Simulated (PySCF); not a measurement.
Ca⁺: excitation energy

Ca⁺ [Ar] 4s1 (2S) → Ca⁺ [Ar] 4p1 (2P), as a difference of total energies. Computed with PySCF 2.14 in aug-cc-pwCVTZ-X2C (9s8p6d3f, 84 functions), with scalar relativity by spin-free X2C-1e. Correlated levels: valence and next inner shell: [Ne] frozen. The calculations carry no spin-orbit coupling.

| method | excitation energy (eV) | error (eV) |
| --- | --- | --- |
| UHF | 2.930 | -0.212 |
| MP2 (valence and next inner shell) | 3.148 | +0.006 |
| SCS-MP2 (valence and next inner shell) | 3.100 | -0.042 |
| CCSD (valence and next inner shell) | 3.123 | -0.019 |
| CCSD(T) (valence and next inner shell) | 3.137 | -0.005 |

Reference: 3.142 eV (measured; NIST levels, between the centres of gravity of the two terms).

Errors of the correlated levels include the incompleteness of this basis and the frozen core.
